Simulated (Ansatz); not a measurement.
Input file for CH4F2SSi, SMILES `CS[SiH](F)F`:

```yaml
crystal:
  periodic: [false, false, false]
  atoms:
    - {symbol: C, position_ang: [0.190581, -0.971667, -1.160863]}
    - {symbol: S, position_ang: [0.771305, -0.947198, 0.566507]}
    - {symbol: Si, position_ang: [-0.094106, 0.853042, 1.190968]}
    - {symbol: F, position_ang: [-1.671882, 0.831435, 1.003873]}
    - {symbol: F, position_ang: [0.394589, 2.071269, 0.295478]}
    - {symbol: H, position_ang: [0.584068, -1.886956, -1.600247]}
    - {symbol: H, position_ang: [0.576664, -0.115443, -1.711087]}
    - {symbol: H, position_ang: [-0.896936, -0.992844, -1.203278]}
    - {symbol: H, position_ang: [0.234217, 1.112061, 2.601549]}
basis:
  gaussian: {orbitals: def2-TZVPP}
correlation: {method: ccsd_t}
output: {orbitals: {seedname: orbitals}}
```

```sh
$ ansatz run in.yaml --threads 4 --pin off --events-out ev --progress --plain --max-ram 10444MiB
```

Log, shortened:

```
Functional definition: HF
1394 factors; integrals over basis functions are off by at most 1.1e-3 eV
mean field evaluation 1: about -25190.0868 eV, gradient 3.9e1 eV
mean field evaluation 2: about -25190.3505 eV, gradient 4.0e1 eV
mean field evaluation 4: about -25193.3534 eV, gradient 3.2e0 eV
mean field evaluation 8: about -25193.4080 eV, gradient 2.0e-1 eV
mean field -25193.40826270 eV, -925.8406769488 hartree, gradient 3.8e-6 eV, S^2 0.000000; 0 other end points of the search recorded, 0 dependent functions left out
13 core orbitals not correlated: weight in the atoms' cores, before any rotation towards them, 1.000 or more for the frozen orbitals, at most 0.000 for the correlated occupied ones
reference -25193.40826270 eV, -925.8406769488 hartree; 16, 16 occupied and 204, 204 virtual orbitals, 1394 factors
second order -26.29677801 eV of doubles, -0.00000000 eV of singles
cycle   1  -26.58196338 eV  change   -2.9e-1 eV  update   1.0e-1
cycle   2  -27.14696121 eV  change   -5.6e-1 eV  update   3.0e-2
cycle   3  -27.27608560 eV  change   -1.3e-1 eV  update   1.5e-2
cycle   4  -27.26349448 eV  change    1.3e-2 eV  update   3.0e-3
cycle   5  -27.26155521 eV  change    1.9e-3 eV  update   1.2e-3
cycle   6  -27.26222034 eV  change   -6.7e-4 eV  update   3.6e-4
cycle   7  -27.26202487 eV  change    2.0e-4 eV  update   1.3e-4
cycle   8  -27.26194889 eV  change    7.6e-5 eV  update   3.8e-5
cycle   9  -27.26196141 eV  change   -1.3e-5 eV  update   1.6e-5
perturbative correction -0.95064676 eV, -0.0349356240 hartree
Total energy: -25221.62087087 eV, -926.8774711758 hartree
```

Hardware: 4 threads of an AMD EPYC 7R43 on a shared host. Wall time 100 s, peak host memory 4.1 GiB.

MP2 recovers 93.2 % of the CCSD(T) correlation energy and the triples give 3.4 %; T1 = 0.0114.
